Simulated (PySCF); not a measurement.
# How methods differ on the fine-structure interval of Pr⁴²⁺

Pr⁴²⁺ [Ne] 3s2 3p5 [3p1/2^2 3p3/2^3, M_J = 3/2] → Pr⁴²⁺ [Ne] 3s2 3p5 [3p1/2^1 3p3/2^4, M_J = 1/2], as a difference of total energies. Computed with PySCF 2.14 in an uncontracted even-tempered set (18 s from 9.4 bohr⁻², ratio 2.4; 14 p from 12 bohr⁻², ratio 2.4; 4 d from 46 bohr⁻², ratio 2.6; 4 f from 69 bohr⁻², ratio 2.6), with the two-component X2C-1e Hamiltonian. Correlated levels: 1s2 frozen; the 54 highest virtual spinors dropped. "Screened" scales the spin-orbit matrix elements by Boettger's factors to mimic the two-electron term; Breit and QED terms are absent.

```
                    method  fine-structure interval (cm⁻¹)
 GHF (screened spin-orbit)                          970880
GMP2 (screened spin-orbit)                          972030
     GHF (bare spin-orbit)                         1007100
```
